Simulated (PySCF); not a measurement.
C₃H₇Te, SMILES CC(C)[Te], multiplicity 2.

Geometry: B3LYP-D3(BJ)/def2-SVP. The geometry has at least one imaginary mode, so it is a saddle point at that level. The isomer is the one that the SMILES or the coordinates give; other isomers of the formula were not compared. The def2 effective core potentials stand for the cores of Te; spin–orbit coupling is left out.

The numbers are results of TDA-PBE/def2-SVPD run with PySCF 2.14.0, not measurements.

Vertical excitations. The molecule is in vacuum.

```csv
state,energy (eV),λ (nm),f,main pairs
root 1,0.07,17096,0.000,β HOMO→LUMO 100 %
root 2,2.25,550,0.000,β HOMO−1→LUMO 99 %
root 3,3.38,367,0.000,"α HOMO→LUMO 38 %, β HOMO→LUMO+1 61 %"
root 4,3.85,322,0.000,β HOMO−2→LUMO 100 %
root 5,3.94,315,0.001,"α HOMO→LUMO 61 %, β HOMO→LUMO+1 38 %"
root 6,4.00,310,0.000,β HOMO−3→LUMO 100 %
root 7,4.66,266,0.018,"α HOMO→LUMO+1 8 %, β HOMO→LUMO+2 91 %"
root 8,4.67,265,0.000,α HOMO−1→LUMO 99 %
root 9,4.88,254,0.004,"α HOMO→LUMO+1 5 %, β HOMO−4→LUMO 94 %"
root 10,4.92,252,0.061,"α HOMO→LUMO+1 86 %, β HOMO→LUMO+2 8 %, β HOMO−4→LUMO 5 %"
```
Unrestricted roots are not spin-pure.
